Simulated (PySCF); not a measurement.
Working with the constants of CaI

PBE0 constants of CaI, ²Σ⁺ (doublet), unpaired electrons σ ↑ (PySCF, spin-free X2C with a Gaussian nucleus, basis sets Ca x2c-TZVPall, I x2c-TZVPall; masses 39.9626 and 126.9045 u):

| Property | Result |
| --- | --- |
| ωe | 238.8 cm⁻¹ |
| ωexe | 0.629 cm⁻¹ |
| Be | 0.069342 cm⁻¹ |
| αe | 0.000262 cm⁻¹ |
| D (centrifugal) | 2.34e-08 cm⁻¹ |
| De to Ca + I | 3.23 eV |

Task: Give the vibrational terms G(v) and spacings up to v = 6.

Result: G(v) = ωe(v+½) − ωexe(v+½)².

| v | G(v) (cm⁻¹) | G(v) − G(v−1) | Bv (cm⁻¹) |
| --- | --- | --- | --- |
| 0 | 119.2 |  | 0.06921 |
| 1 | 356.8 | 237.5 | 0.06895 |
| 2 | 593.1 | 236.3 | 0.06869 |
| 3 | 828.1 | 235.0 | 0.06842 |
| 4 | 1061.9 | 233.8 | 0.06816 |
| 5 | 1294.4 | 232.5 | 0.06790 |
| 6 | 1525.6 | 231.3 | 0.06764 |

Task: How well does the Morse estimate ωe²/(4ωexe) reproduce De, and what is D0?

Result: It gives 2.81 eV, 87 % of the computed De. D0 = De − G(0) = 3.23 − 0.01 = 3.22 eV.

These are scalar-relativistic numbers at best; spin–orbit coupling would shift them, the dissociation energy most. The state is the lowest determinant that a PBE0 search found; another state may lie lower at other levels.
